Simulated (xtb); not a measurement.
C3H7O (SMILES C[C-](C)O), charge -1, singlet, from a rough starting geometry; GFN2-xTB (xtb 6.7.1).

The xtb input:
```
$ xtb mol.xyz --gfn 2 --chrg -1 --opt vtight --json

# file mol.xyz
11

O     -0.02826904     1.66426092    -0.02916422
C     -0.06000909     0.28984408     0.49868649
H      0.80090657     2.04491351     0.23699800
C     -1.33351132    -0.29010705    -0.01161492
C      1.21067963    -0.48105271    -0.00393293
H     -1.35169318    -0.32049902    -1.09310348
H      1.16136255    -0.51028157    -1.03790274
H     -2.21253842     0.27152950     0.35328035
H      2.10940045     0.01890178     0.30503130
H     -1.43720148    -1.27192114     0.44045148
H      1.13900755    -1.51835452     0.39872433
```

It wrote (shortened):

```
   ID    Z sym.   atoms
    1    8 O      1
    2    6 C      2, 4, 5
    3    1 H      3, 6-11

           -------------------------------------------------
          |                Calculation Setup                |
           -------------------------------------------------

           -------------------------------------------------
          |                 G F N 2 - x T B                 |
           -------------------------------------------------

          ...................................................
          :                      SETUP                      :
          :.................................................:
          :  # basis functions                  23          :
          :  # atomic orbitals                  23          :
          :  # shells                           15          :
          :  # electrons                        26          :
          :  max. iterations                   250          :
          :  Hamiltonian                  GFN2-xTB          :
          :  restarted?                      false          :
          :  GBSA solvation                  false          :
          :  PC potential                    false          :
          :  electronic temp.          300.0000000     K    :
          :  accuracy                    1.0000000          :
          :  -> integral cutoff          0.2500000E+02      :
          :  -> integral neglect         0.1000000E-07      :
          :  -> SCF convergence          0.1000000E-05 Eh   :
          :  -> wf. convergence          0.1000000E-03 e    :
          :  Broyden damping             0.4000000          :
          :  net charge                         -1          :
          :  unpaired electrons                  0          :
          ...................................................

 iter      E             dE          RMSdq      gap      omega  full diag
   1    -14.2331874 -0.142332E+02  0.451E+00    8.38       0.0  T
   2    -14.2866885 -0.535010E-01  0.242E+00    7.98       1.0  T
   3    -14.2881662 -0.147778E-02  0.114E+00    8.17       1.0  T
   4    -14.2884753 -0.309104E-03  0.163E-01    8.14       1.0  T
   5    -14.2884914 -0.160568E-04  0.646E-02    8.14       1.0  T
   6    -14.2884925 -0.111124E-05  0.147E-02    8.14       2.1  T
   7    -14.2884926 -0.133081E-06  0.515E-03    8.14       5.9  T
   8    -14.2884927 -0.230932E-07  0.132E-03    8.14      22.9  T
   9    -14.2884927 -0.921659E-09  0.370E-04    8.14      81.5  T
  10    -14.2884927 -0.301062E-09  0.120E-04    8.14     251.4  T

   *** convergence criteria satisfied after 10 iterations ***

         :::::::::::::::::::::::::::::::::::::::::::::::::::::
         ::                     SUMMARY                     ::
         :::::::::::::::::::::::::::::::::::::::::::::::::::::
         :: total energy             -14.128856698766 Eh    ::
         :: gradient norm              0.107822336015 Eh/a0 ::
         :: HOMO-LUMO gap              8.142586172890 eV    ::
         ::.................................................::
         :: SCC energy               -14.288489792155 Eh    ::
         :: -> isotropic ES            0.168842927818 Eh    ::
         :: -> anisotropic ES          0.005076615858 Eh    ::
         :: -> anisotropic XC          0.001668047457 Eh    ::
         :: -> dispersion             -0.005850969640 Eh    ::
         :: repulsion energy           0.159633093389 Eh    ::
         :: add. restraining           0.000000000000 Eh    ::
         :: total charge              -1.000000000000 e     ::
         :::::::::::::::::::::::::::::::::::::::::::::::::::::

      -----------------------------------------------------------
     |                   =====================                   |
     |                        A N C O P T                        |
     |                   =====================                   |
     |               Approximate Normal Coordinate               |
     |                Rational Function Optimizer                |
      -----------------------------------------------------------
      -----------------------------------------------------------
     |                   =====================                   |
     |                        A N C O P T                        |
     |                   =====================                   |
     |               Approximate Normal Coordinate               |
     |                Rational Function Optimizer                |
      -----------------------------------------------------------

          ...................................................
          :                      SETUP                      :
          :.................................................:
          :   optimization level         verytight          :
          :   max. optcycles                   220          :
          :   ANC micro-cycles                  20          :
          :   degrees of freedom                27          :
          :.................................................:
          :   RF solver                   davidson          :
          :   write xtbopt.log                true          :
          :   linear?                        false          :
          :   energy convergence         0.1000000E-06 Eh   :
          :   grad. convergence          0.2000000E-03 Eh/α :
          :   maxmium RF displ.          1.0000000          :
          :   Hlow (freq-cutoff)         0.1000000E-01      :
          :   Hmax (freq-cutoff)         5.0000000          :
          :   S6 in model hess.         20.0000000          :
          ...................................................

generating ANC from exact Hessian ...
Using Lindh-Hessian (1995)
 Shifting diagonal of input Hessian by    2.9948068301898986E-003
 Lowest  eigenvalues of input Hessian
    0.000000    0.000000    0.000000    0.000000    0.000000    0.000000
[...]
 * total energy  :   -14.1446616 Eh     change       -0.3217569E-04 Eh
 * total energy  :   -14.1446913 Eh     change       -0.2973715E-04 Eh
 * total energy  :   -14.1447088 Eh     change       -0.1742599E-04 Eh
 * total energy  :   -14.1447173 Eh     change       -0.8519053E-05 Eh
 * total energy  :   -14.1447268 Eh     change       -0.9479318E-05 Eh
 * total energy  :   -14.1447344 Eh     change       -0.7599020E-05 Eh
 * total energy  :   -14.1447465 Eh     change       -0.1212024E-04 Eh
 * total energy  :   -14.1447500 Eh     change       -0.3553518E-05 Eh
 * total energy  :   -14.1447510 Eh     change       -0.9748946E-06 Eh
 * total energy  :   -14.1447525 Eh     change       -0.1513903E-05 Eh
 * total energy  :   -14.1447529 Eh     change       -0.3719966E-06 Eh
 * total energy  :   -14.1447532 Eh     change       -0.2910248E-06 Eh
 * total energy  :   -14.1447533 Eh     change       -0.7007909E-07 Eh
   *** GEOMETRY OPTIMIZATION CONVERGED AFTER 19 ITERATIONS ***
[...]

         :::::::::::::::::::::::::::::::::::::::::::::::::::::
         ::                     SUMMARY                     ::
         :::::::::::::::::::::::::::::::::::::::::::::::::::::
         :: total energy             -14.144753268746 Eh    ::
         :: gradient norm              0.000071503341 Eh/a0 ::
         :: HOMO-LUMO gap              7.713860770741 eV    ::
         ::.................................................::
         :: SCC energy               -14.281985110096 Eh    ::
         :: -> isotropic ES            0.164803063541 Eh    ::
         :: -> anisotropic ES          0.005655467532 Eh    ::
         :: -> anisotropic XC          0.002382218370 Eh    ::
         :: -> dispersion             -0.005877210928 Eh    ::
         :: repulsion energy           0.137231841350 Eh    ::
         :: add. restraining           0.000000000000 Eh    ::
         :: total charge              -1.000000000000 e     ::
         :::::::::::::::::::::::::::::::::::::::::::::::::::::

           -------------------------------------------------
          |                Property Printout                |
           -------------------------------------------------

    * Orbital Energies and Occupations

         #    Occupation            Energy/Eh            Energy/eV
      -------------------------------------------------------------
         1        2.0000           -0.4208270             -11.4513
         2        2.0000           -0.3743857             -10.1876
         3        2.0000           -0.3641339              -9.9086
         4        2.0000           -0.3166569              -8.6167
         5        2.0000           -0.2863860              -7.7930
         6        2.0000           -0.2741369              -7.4596
         7        2.0000           -0.2662480              -7.2450
         8        2.0000           -0.2525461              -6.8721
         9        2.0000           -0.2494508              -6.7879
        10        2.0000           -0.2154918              -5.8638
        11        2.0000           -0.2054400              -5.5903
        12        2.0000           -0.1627959              -4.4299
        13        2.0000           -0.0552585              -1.5037 (HOMO)
        14                          0.2282207               6.2102 (LUMO)
        15                          0.3346344               9.1059
        16                          0.3362339               9.1494
        17                          0.3693559              10.0507
        18                          0.3943138              10.7298
        19                          0.3989249              10.8553
        20                          0.4169352              11.3454
        21                          0.4196213              11.4185
        22                          0.4413097              12.0086
        23                          0.4652770              12.6608
      -------------------------------------------------------------
                  HL-Gap            0.2834792 Eh            7.7139 eV
             Fermi-level            0.0864811 Eh            2.3533 eV

     #   Z          covCN         q      C6AA      α(0)
     1   8 O        1.625    -0.575    24.582     6.692
     2   6 C        2.767    -0.198    33.191     9.435
     3   1 H        0.805     0.196     1.137     1.675
     4   6 C        3.750    -0.044    21.422     6.601
     5   6 C        3.748    -0.047    21.490     6.612
     6   1 H        0.922    -0.061     4.372     3.270
     7   1 H        0.921    -0.063     4.423     3.289
     8   1 H        0.924    -0.041     3.879     3.080
     9   1 H        0.924    -0.053     4.167     3.192
    10   1 H        0.924    -0.057     4.267     3.230
    11   1 H        0.924    -0.058     4.286     3.238

 Mol. C6AA /au·bohr⁶  :       1109.096857
 Mol. C8AA /au·bohr⁸  :      22294.258073
 Mol. α(0) /au        :         50.314532

Wiberg/Mayer (AO) data.
largest (>0.10) Wiberg bond orders for each atom

 ---------------------------------------------------------------------------
     #   Z sym  total        # sym  WBO       # sym  WBO       # sym  WBO
 ---------------------------------------------------------------------------
     1   8 O    1.837 --     3 H    0.954     2 C    0.844
     2   6 C    2.869 --     4 C    0.993     5 C    0.984     1 O    0.844
     3   1 H    0.961 --     1 O    0.954
     4   6 C    3.957 --     2 C    0.993     8 H    0.987    10 H    0.985
                             6 H    0.968
     5   6 C    3.949 --     9 H    0.986    11 H    0.985     2 C    0.984
                             7 H    0.968
     6   1 H    0.996 --     4 C    0.968
     7   1 H    0.996 --     5 C    0.968
     8   1 H    0.998 --     4 C    0.987
     9   1 H    0.997 --     5 C    0.986
    10   1 H    0.997 --     4 C    0.985
    11   1 H    0.997 --     5 C    0.985
 ---------------------------------------------------------------------------

Topologies differ in total number of bonds
Writing topology from bond orders to xtbtopo.mol

molecular dipole:
                 x           y           z       tot (Debye)
 q only:        0.200      -0.674       0.206
   full:        0.323      -0.853      -0.345       2.478
molecular quadrupole (traceless):
                xx          xy          yy          xz          yz          zz
 q only:       -0.937       1.480      -1.607       0.337       1.452       2.544
  q+dip:        0.738       2.103      -1.253       0.469       1.956       0.515
   full:        0.738       2.303      -0.717       0.588       1.664      -0.021

optimized geometry written to: xtbopt.xyz

           -------------------------------------------------
          | TOTAL ENERGY              -14.144753268746 Eh   |
          | GRADIENT NORM               0.000071503341 Eh/α |
          | HOMO-LUMO GAP               7.713860770741 eV   |
           -------------------------------------------------
```
